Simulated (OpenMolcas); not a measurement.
Rh3+ (d6) among equal point charges was computed by CASSCF with the d shell active (OpenMolcas, ANO-RCC-VDZP on the metal). Its lowest spin-free states, and all those of the highest spin:

```csv
2S+1,Degeneracy,E (cm-1)
5,2,0.0
5,2,11100
5,1,16855
3,1,17158
3,2,17296
3,2,19425
3,2,20309
3,2,21493
3,2,21503
3,1,23563
3,2,25777
1,1,26322
```

**Question.** Is the site octahedral, tetrahedral or cube-like, axial, or of lower symmetry?

**Answer.** The states with 2S+1 = 5 have orbital degeneracies 2, 2, 1. There are pairs but no triples, so the site is axial: not cubic, but with a proper or improper axis of order three or more. The run had Rh3+ among 2 point charges of -1.62 e arranged as a linear pair (D∞h), 1.92 Å from the ion.

Without dynamic correlation the repulsion within the d shell is too large (B by tens of per cent), so at a given field states of lower spin stand too high. Point charges give a weaker field than real ligands, and real ions of this kind are as a rule low spin; the high spin found here belongs to the model. This is an electrostatic model: the charges have no orbitals. No measured value stands beside these numbers.
